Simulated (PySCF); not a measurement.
# Sb⁺ (antimony, charge +1) across methods

[Kr] 4d10 5s1 5p3, high-spin 5S determinant (an excited configuration). Computed with PySCF 2.14 in dyall-av2z (22s16p12d, 130 functions), with the non-relativistic Hamiltonian (point nucleus).

| method | E (hartree) | mean ε 4d β (eV) | mean ε 5s α (eV) | mean ε 5p α (eV) | Σ⟨r²⟩ (bohr²) | ⟨S²⟩ |
| --- | --- | --- | --- | --- | --- | --- |
| PBE | -6314.91 | -44.170 | -21.306 | -13.559 | 50.26 | 6.001 |
| r2SCAN0 | -6315.54 | -47.766 | -23.807 | -15.004 | 50.10 | 6.002 |
| LDA | -6309.87 | -44.359 | -21.465 | -13.647 | 50.26 | 6.001 |
| TPSSh | -6315.19 | -45.437 | -22.174 | -14.054 | 50.19 | 6.001 |
| UHF | -6313.04386 | -55.039 | -28.362 | -17.699 | 50.80 | 6.003 |
| PBE0 | -6315.10 | -47.181 | -23.257 | -14.736 | 50.19 | 6.002 |
| B3LYP | -6315.49 | -46.603 | -22.727 | -14.332 | 50.32 | 6.001 |
| r2SCAN | -6315.49 | -44.995 | -22.081 | -13.954 | 50.12 | 6.003 |

A non-relativistic calculation at this Z misses sizeable relativistic shifts.
